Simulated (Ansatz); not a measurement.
Species: disilylmethane, CH$_{8}$Si$_{2}$, net charge 0, singlet state. 
Structure (B3LYP-D3(BJ)/def2-TZVP (Ansatz, a first-principles code) minimum search):
```xyz
11

Si     1.4283     0.7034     0.0268
C      0.2217    -0.7262    -0.1266
Si    -1.5873    -0.2647     0.0686
H      2.8264     0.2399    -0.1468
H      1.1407     1.7279    -1.0056
H      1.3045     1.3351     1.3624
H      0.4742    -1.4799     0.6253
H      0.3593    -1.1975    -1.1045
H     -1.9776     0.7208    -0.9679
H     -1.8194     0.3398     1.4023
H     -2.4578    -1.4581    -0.0652
```

Total electronic energies in hartree. Correlated levels leave the core frozen unless marked. No spin-orbit coupling. No relativistic terms. CBS marks a two-point X^-3 extrapolation of the correlation energy; Hartree-Fock from the larger set. The bracket is a focal-point correction in the basis named.

| level | program | energy (Eh) |
|---|---|---|
| HF/6-31G* | Ansatz | -620.35140 |
| PBE0/def2-QZVPP | Ansatz | … |
| B2GP-PLYP/def2-TZVPD | Ansatz | … |
| MP2/6-31G* | Ansatz | -620.64227 |
| MP2/cc-pwCVTZ | Ansatz | -620.88621 |
| RI-MP2/aug-cc-pV(T+d)Z | Ansatz | -620.88931 |
| CCSD/cc-pVTZ | Ansatz | -620.93105 |
| CCSD/cc-pwCVTZ | Ansatz | -620.94234 |
| RI-MP2/CBS(aug-cc-pV(T+d)Z,aug-cc-pV(Q+d)Z)+[CCSD(T)-MP2]/aug-cc-pV(T+d)Z | Ansatz | -621.0160 |

Question: What belongs in the gaps?

Answer: 
- PBE0/def2-QZVPP, energy (Eh): -621.65242
- B2GP-PLYP/def2-TZVPD, energy (Eh): -621.54454
